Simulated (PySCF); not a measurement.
## BeGa: frontier orbitals

PBE0 at R = 2.411 Å; basis Be def2-SVPD, Ga def2-SVPD; no relativity; PySCF 2.14. State: ²Π (doublet), unpaired electrons π ↑. Only the outer orbitals are listed, counted within each symmetry.

```json
{"spin": "α", "orbital": "1δ", "occ.": "1", "ε (eV)": "-23.30", "on Be (%)": "0", "main shells (%)": "100 Ga d"}
{"spin": "α", "orbital": "3π", "occ.": "1", "ε (eV)": "-23.26", "on Be (%)": "0", "main shells (%)": "100 Ga d"}
{"spin": "α", "orbital": "1δ", "occ.": "1", "ε (eV)": "-23.25", "on Be (%)": "0", "main shells (%)": "100 Ga d"}
{"spin": "α", "orbital": "7σ", "occ.": "1", "ε (eV)": "-23.16", "on Be (%)": "0", "main shells (%)": "100 Ga d"}
{"spin": "α", "orbital": "3π", "occ.": "1", "ε (eV)": "-23.15", "on Be (%)": "0", "main shells (%)": "100 Ga d"}
{"spin": "α", "orbital": "8σ", "occ.": "1", "ε (eV)": "-10.76", "on Be (%)": "17", "main shells (%)": "80 Ga s, 14 Be s"}
{"spin": "α", "orbital": "9σ", "occ.": "1", "ε (eV)": "-6.31", "on Be (%)": "60", "main shells (%)": "59 Be s, 22 Ga p, 16 Ga s"}
{"spin": "α", "orbital": "4π", "occ.": "1", "ε (eV)": "-4.32", "on Be (%)": "35", "main shells (%)": "63 Ga p, 35 Be p"}
{"spin": "α", "orbital": "4π", "occ.": "0", "ε (eV)": "-2.64", "on Be (%)": "40", "main shells (%)": "59 Ga p, 40 Be p"}
{"spin": "α", "orbital": "10σ", "occ.": "0", "ε (eV)": "-2.54", "on Be (%)": "60", "main shells (%)": "46 Be p, 34 Ga p, 14 Be s"}
{"spin": "α", "orbital": "5π", "occ.": "0", "ε (eV)": "-0.75", "on Be (%)": "57", "main shells (%)": "57 Be p, 38 Ga p"}
{"spin": "β", "orbital": "1δ", "occ.": "1", "ε (eV)": "-23.29", "on Be (%)": "0", "main shells (%)": "100 Ga d"}
{"spin": "β", "orbital": "3π", "occ.": "1", "ε (eV)": "-23.26", "on Be (%)": "0", "main shells (%)": "100 Ga d"}
{"spin": "β", "orbital": "1δ", "occ.": "1", "ε (eV)": "-23.20", "on Be (%)": "0", "main shells (%)": "100 Ga d"}
{"spin": "β", "orbital": "7σ", "occ.": "1", "ε (eV)": "-23.11", "on Be (%)": "0", "main shells (%)": "100 Ga d"}
{"spin": "β", "orbital": "3π", "occ.": "1", "ε (eV)": "-23.10", "on Be (%)": "0", "main shells (%)": "100 Ga d"}
{"spin": "β", "orbital": "8σ", "occ.": "1", "ε (eV)": "-10.16", "on Be (%)": "18", "main shells (%)": "80 Ga s, 14 Be s"}
{"spin": "β", "orbital": "9σ", "occ.": "1", "ε (eV)": "-5.95", "on Be (%)": "59", "main shells (%)": "57 Be s, 26 Ga p, 14 Ga s"}
{"spin": "β", "orbital": "4π", "occ.": "0", "ε (eV)": "-2.43", "on Be (%)": "42", "main shells (%)": "57 Ga p, 42 Be p"}
{"spin": "β", "orbital": "10σ", "occ.": "0", "ε (eV)": "-2.41", "on Be (%)": "61", "main shells (%)": "49 Be p, 31 Ga p, 12 Be s"}
{"spin": "β", "orbital": "4π", "occ.": "0", "ε (eV)": "-1.93", "on Be (%)": "47", "main shells (%)": "53 Ga p, 47 Be p"}
```

**Question.** Which are the highest filled and the lowest empty level, where do they sit, and how wide is the gap?

**Answer.** Highest filled α 4π at -4.32 eV (in %: 63 Ga p, 35 Be p); lowest empty α 4π at -2.64 eV (in %: 59 Ga p, 40 Be p); the gap at PBE0 is 1.68 eV. Both belong to one degenerate shell, split only by its one-sided filling, so this is no excitation gap.

```
bond order (Mayer)                               : 1.35
⟨S²⟩                                             : 0.753
charge on Be (Mulliken, basis-dependent)         : 0.10
charge on Be (Löwdin, basis-dependent)           : 0.07
dipole moment (positive dipole means Be(−)Ga(+)) : -0.10 D
```

Spin–orbit coupling is left out. The state is the lowest determinant that a PBE0 search found; another state may lie lower at other levels.
